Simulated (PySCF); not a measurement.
Atom-mapped SMILES (the numbers label the heavy atoms): `[CH3:1][Si@:2]([NH2:3])([SiH3:4])[O:5][SiH3:6]` (H(Xn): hydrogen on atom n).

GIAO PBE0/pcSseg-1 shifts (PySCF 2.14, gas phase, non-relativistic, equivalent atoms averaged), each against references optimised in the same way as the molecule (TMS, NH3, H2O).

On the GFN2-xTB geometry: C1 6.2, Si2 -0.7, Si6 -46.6, Si4 -126.8, N3 35.9, O5 39.0, H(Si6) 5.16, H(Si4) 3.19, H(N3) 0.52, H(C1) 0.28 ppm.

Problem. What changes on the PBE0-D3(BJ)/def2-SVP geometry?

Solution. 
```
 atoms  δ (ppm)  change
    C1      1.8    -4.4
   Si2     -1.5    -0.8
   Si6    -44.2    +2.4
   Si4   -113.0   +13.8
    N3     41.0    +5.1
    O5     65.6   +26.6
H(Si6)     4.93   -0.23
H(Si4)     3.29   +0.10
 H(N3)     1.16   +0.64
 H(C1)     0.30   +0.02
```

Bonds between heavy atoms that differ most (equivalent bonds averaged): Si2–O5 1.635 → 1.681 Å, O5–Si6 1.614 → 1.657 Å, C1–Si2 1.903 → 1.866 Å, Si2–Si4 2.310 → 2.341 Å, Si2–N3 1.735 → 1.725 Å. Mean change of bonds to hydrogen: C–H +0.015 Å, N–H +0.006 Å, Si–H +0.030 Å. The two structures also differ in conformation, which adds to the changes.
